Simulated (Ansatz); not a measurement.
A geometry relaxed with PBE-D3(BJ)/def2-SVP (Ansatz, an electronic-structure program), charge 0, multiplicity 1:

```xyz
22

H      3.0242    -3.2985    -0.3790
H      0.2018     3.2819     1.6540
C     -1.7876     0.9437     0.1550
C     -2.9740     0.2284     0.0713
H     -1.6985    -2.9504    -0.3198
C     -2.9591    -1.1838    -0.1007
H      0.2127     3.5738    -0.7624
C      1.8816     0.1879     0.0514
H     -3.9100    -1.7338    -0.1648
C      0.7313     0.9664     0.1503
B      3.1081    -2.0972    -0.2330
C     -1.7547    -1.8603    -0.1868
C     -0.5284     0.2834     0.0708
H     -3.9368     0.7574     0.1385
H     -1.8170     2.0369     0.2886
C      1.8148    -1.2368    -0.1225
H      2.3275     3.1949     0.4272
Si     0.8684     2.8426     0.3781
C     -0.5132    -1.1548    -0.1047
H      4.1984    -1.5571    -0.1721
H      2.8783     0.6542     0.1053
N      0.6320    -1.8787    -0.1969
```

Task: Write the SMILES of this molecule.

Result: `Bc1cc([SiH3])c2ccccc2n1`
